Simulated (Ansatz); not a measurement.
B₇N₇H₂₀⁻, a nanocrystal cut from zinc blende BN (hydrogen-capped). Total charge -1; doublet. Geometry PBE-D4/def2-SVP, that of the neutral singlet; atoms count from 1.

Cartesian coordinates in Å:
```
B -1.129 2.099 0.436
B -0.448 -2.346 -0.691
B -0.924 -0.405 1.136
B -0.627 0.273 -1.357
B 1.226 1.976 -0.677
B 1.425 -0.527 0.026
B 0.929 1.297 1.823
N -0.903 -1.301 -1.768
N -1.363 0.540 -0.016
N 0.424 2.218 0.653
N -1.189 -1.954 0.635
N 1.074 -2.071 -0.435
N 0.609 -0.229 1.314
N 0.894 0.423 -1.082
H -1.758 2.277 1.481
H -1.524 2.812 -0.488
H -0.670 -3.507 -1.033
H -1.569 -0.275 2.169
H -1.038 0.939 -2.299
H 0.824 2.690 -1.598
H 2.444 2.058 -0.505
H 2.639 -0.494 0.180
H 0.293 1.478 2.863
H 2.148 1.381 1.986
H -1.905 -1.407 -1.985
H -0.446 -1.483 -2.674
H -2.383 0.514 -0.144
H 0.609 3.188 0.939
H -2.206 -2.094 0.544
H -0.932 -2.591 1.403
H 1.450 -2.715 0.278
H 1.635 -2.294 -1.271
H 0.954 -0.786 2.105
H 1.437 0.316 -1.949
```

Single mean-field runs in def2-TZVP are fitted with def2-universal-jkfit. The highest occupied level of the charge -1 doublet lies above zero (up to 1.45 eV). Energy differences disagree on whether the electron is bound (positive means bound): -0.23 eV (vertical, against the charge 0 singlet, at PBE0-D4/def2-TZVP), but 0.05 eV at PBE-D4/def2-TZVP.

(1) Estimate the Mulliken populations of the heavy atoms from the PBE0/def2-TZVP orbitals of Ansatz.

(2) Where does the spin sit?

(3) And the Mayer bond orders between heavy atoms (over 0.3)?

## Answers

(1) 
```json
{"atom": "B1", "charge (e)": "-0.25", "spin (α − β)": "-0.01"}
{"atom": "B2", "charge (e)": "0.02", "spin (α − β)": "-0.08"}
{"atom": "B3", "charge (e)": "-0.27", "spin (α − β)": "0.11"}
{"atom": "B4", "charge (e)": "-0.27", "spin (α − β)": "0.11"}
{"atom": "B5", "charge (e)": "-0.25", "spin (α − β)": "-0.01"}
{"atom": "B6", "charge (e)": "-0.27", "spin (α − β)": "0.11"}
{"atom": "B7", "charge (e)": "-0.25", "spin (α − β)": "-0.01"}
{"atom": "N8", "charge (e)": "-0.18", "spin (α − β)": "-0.07"}
{"atom": "N9", "charge (e)": "-0.05", "spin (α − β)": "0.01"}
{"atom": "N10", "charge (e)": "-0.04", "spin (α − β)": "-0.01"}
{"atom": "N11", "charge (e)": "-0.18", "spin (α − β)": "-0.07"}
{"atom": "N12", "charge (e)": "-0.18", "spin (α − β)": "-0.07"}
{"atom": "N13", "charge (e)": "-0.05", "spin (α − β)": "0.01"}
{"atom": "N14", "charge (e)": "-0.05", "spin (α − β)": "0.01"}
```
Mulliken values depend strongly on the basis.

(2) Summed by element: B 0.22, N -0.17, H 0.95, of 1 unpaired in all. Largest on single atoms: H17 -0.24, H31 0.19, H30 0.19.

(3) B1–N9 0.76 (1.64 Å); B1–N10 0.86 (1.57 Å); B2–N8 0.92 (1.57 Å); B2–N11 0.92 (1.57 Å); B2–N12 0.92 (1.57 Å); B3–N9 0.90 (1.55 Å); B3–N11 0.80 (1.65 Å); B3–N13 0.90 (1.55 Å); B4–N8 0.80 (1.65 Å); B4–N9 0.90 (1.55 Å); B4–N14 0.90 (1.55 Å); B5–N10 0.86 (1.57 Å); B5–N14 0.76 (1.64 Å); B6–N12 0.80 (1.65 Å); B6–N13 0.90 (1.55 Å); B6–N14 0.90 (1.55 Å); B7–N10 0.86 (1.57 Å); B7–N13 0.76 (1.64 Å).
